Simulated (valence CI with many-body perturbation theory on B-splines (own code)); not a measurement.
Values are calculated unless marked as measured or tabulated.
## Run record, Ru28+

Level of theory: configuration interaction combined with many-body perturbation theory (CI+MBPT): six valence electrons over a frozen Dirac-Fock core [Ne], a basis of 9 s, 9 p, 8 d, 6 f, 3 g, 1 h functions for each j, with the one-electron correlation potential Σ1 (screened to all orders), the two-electron term Σ2, the three-electron term Σ3, Breit, model QED; selected single and double excitations, second order for the rest, scaled by the run's own slope (own B-spline code, finite nucleus).

Command, and the settings that its task file holds:

```sh
python run_cv.py task.json out
```

```
atom Ru  Z=44  mass_number=102  rms_radius_fm=4.4809
core [Ne]
valence 3s2 3p4
avg = 1
basis = M
breit = 1
cap = 60000
capref = 1200
cscale = 1
de = 0.0
dress = 0
eps = 2e-08
extrap = 1
h = 0.27
hh = 1
l2 = 3
lcore = 6
maxit = 60
n2 = 5
natural = 1
nlev = 35
nno = [5, 5, 5, 4, 2, 1]
nroot = 26
nsp = [4, 4, 3, 2, 1, 0]
pt2 = 1
qed = 1
rpa = 1
s1 = 1
s2 = 1
s3 = 1
screen = 1
tol = 2e-05
whole = 1
```

(1) Roughly how long does this run take on one core of Intel(R) Xeon(R) Processor @ 2.30GHz, and how much memory?

Log. The first blocks belong to the next ion, which gives the ionisation energy. Fields: 2J, parity (1 odd), roots, reference size, generating configurations, candidates as configurations/state functions, variational space P, stored matrix elements, Davidson steps; e2 is the range of second-order energies in hartree. The first line gives the box (bohr), its intervals, the orbitals and the steps of their self-consistent field. Window is the range of levels sought, series limit the energy at which the first omitted orbital would enter, core excitation an estimate of the first excitation out of the core, left out the lowest levels not solved, and shifts from estimates the range by which levels moved from their first estimate, all in cm⁻¹.

```
rmax 4.0 intervals 58 orbitals 63 references ['3s2 3p4', '3s 3p5', '3s2 3p3 3d', '3p6', '3s 3p4 3d'] scf 5 t 1.5
2J=3 par=1 roots 2 ref 34 generators 12 cand 1612/5957 P 1628/5991 nnz 4.4e+06 it 6
2J=3 par=1 roots 2 ref 34 generators 24 cand 4495/23851 P 6123/29842 nnz 6.5e+07 it 6
   second order: generators 28 cand 41136/490941 e2 -0.00033 -0.00032
reference levels 619, estimated 69, window 1402024 1/cm; series limit 10040543, core excitation 21007226
2J=4 par=0 roots 3 ref 47 generators 19 cand 1624/9321 P 2114/11864 nnz 1.3e+07 it 7
2J=4 par=0 roots 3 ref 47 generators 29 cand 4429/40904 P 6543/52768 nnz 1.7e+08 it 10
   second order: generators 41 cand 67112/1875842 e2 -0.01096 -0.00093
2J=0 par=0 roots 3 ref 19 generators 18 cand 3570/9502 P 4829/11982 nnz 8.6e+06 it 7
2J=0 par=0 roots 3 ref 19 generators 29 cand 11342/48425 P 16171/60407 nnz 1.3e+08 it 10
   second order: generators 41 cand 58944/497155 e2 -0.00098 -0.00010
2J=2 par=0 roots 2 ref 32 generators 15 cand 1759/9103 P 2253/11587 nnz 1.2e+07 it 8
2J=2 par=0 roots 2 ref 32 generators 26 cand 5657/44138 P 7910/55725 nnz 1.6e+08 it 10
   second order: generators 33 cand 59583/1219352 e2 -0.00672 -0.00076
2J=4 par=1 roots 10 ref 106 generators 25 cand 1461/9145 P 1887/11743 nnz 1.2e+07 it 8
2J=4 par=1 roots 10 ref 106 generators 34 cand 4541/44286 P 6428/56029 nnz 1.8e+08 it 9
   second order: generators 56 cand 91345/3202745 e2 -0.00687 -0.00530
2J=2 par=1 roots 10 ref 84 generators 24 cand 1824/9434 P 2391/11999 nnz 1.1e+07 it 8
2J=2 par=1 roots 10 ref 84 generators 30 cand 6280/47990 P 8671/59989 nnz 1.9e+08 it 10
   second order: generators 53 cand 76983/1788384 e2 -0.00381 -0.00240
2J=0 par=1 roots 5 ref 32 generators 16 cand 3460/9323 P 4684/11842 nnz 8.1e+06 it 8
2J=0 par=1 roots 5 ref 32 generators 25 cand 11797/48090 P 16481/59932 nnz 1.4e+08 it 9
   second order: generators 43 cand 61921/538343 e2 -0.00044 -0.00018
2J=6 par=1 roots 8 ref 98 generators 22 cand 1440/9601 P 1849/11940 nnz 1.3e+07 it 7
2J=6 par=1 roots 8 ref 98 generators 32 cand 3717/41577 P 5566/53517 nnz 1.8e+08 it 10
   second order: generators 55 cand 93047/3789465 e2 -0.00704 -0.00626
2J=8 par=1 roots 5 ref 69 generators 15 cand 1638/9480 P 2070/11970 nnz 1.3e+07 it 5
2J=8 par=1 roots 5 ref 69 generators 27 cand 3953/42607 P 6023/54577 nnz 1.9e+08 it 9
   second order: generators 43 cand 81058/3222660 e2 -0.00554 -0.00503
2J=10 par=1 roots 1 ref 38 generators 6 cand 1810/9593 P 2570/12395 nnz 1.3e+07 it 5
2J=10 par=1 roots 1 ref 38 generators 13 cand 4119/44585 P 6689/56980 nnz 2.1e+08 it 6
   second order: generators 22 cand 53976/1766814 e2 -0.00312 -0.00312
left out: unestimated 2020556, estimated 1613299, shifts from estimates -95 to 285
operators 0.9
```

The Davidson iterations converged.

The last digits are not significant, and no measured levels were compared; by estimate large intervals hold to a few tenths of a per cent, small ones and those within an open d or f shell to about a per cent. Among the levels kept, up to 1500 cm⁻¹ of a level comes from second order outside the variational space, and about a tenth of that is noise between levels of different J, which matters for small intervals.

| Quantity | Value |
| --- | --- |
| Valence energy | -394.6219 hartree |
| Ionisation energy | 1579.9 eV (NIST: 1577 ± 2.1 eV (semi-empirical)) |
| Reference configurations for the orbitals | 3s2 3p4, 3s 3p5, 3s2 3p3 3d, 3p6, 3s 3p4 3d |
| Radial orbitals | 63 |
| Box radius | 3.952 bohr |
| Largest variational space | 60407 |
| Lowest levels | (3s^2 3p1/2^2 3p3/2^2) J=2 0.00, (3s^2 3p1/2^2 3p3/2^2) J=0 9.05, (3s^2 3p1/2 3p3/2^3) J=1 27.53, (3s^2 3p1/2 3p3/2^3) J=2 33.09, (3s^2 3p3/2^4) J=0 64.89, (3s 3p1/2^2 3p3/2^3) J=2 105.74, (3s^2 3p1/2^2 3p3/2 3d3/2) J=1 [a] 112.30, (3s^2 3p1/2^2 3p3/2 3d3/2) J=2 117.51, (3s^2 3p1/2^2 3p3/2 3d3/2) J=0 119.01, (3s^2 3p1/2^2 3p3/2 3d3/2) J=3 119.23, (3s^2 3p1/2^2 3p3/2 3d5/2) J=4 124.63, (3s^2 3p1/2^2 3p3/2 3d3/2) J=1 [b] 125.21, (3s^2 3p1/2^2 3p3/2 3d5/2) J=2 129.59, (3s 3p1/2 3p3/2^4) J=0 134.24 eV |

Levels are named by their leading jj configuration (3d3/2^4 stands for four electrons in 3d with j = 3/2), which in mixed levels can hold well under half, so a name can repeat and another be missing. Letters in brackets count levels of one name in rising energy.

Answers

(1) 9.8 min on 1 thread of Intel(R) Xeon(R) Processor @ 2.30GHz (shared host), peak memory 1.7 GiB.
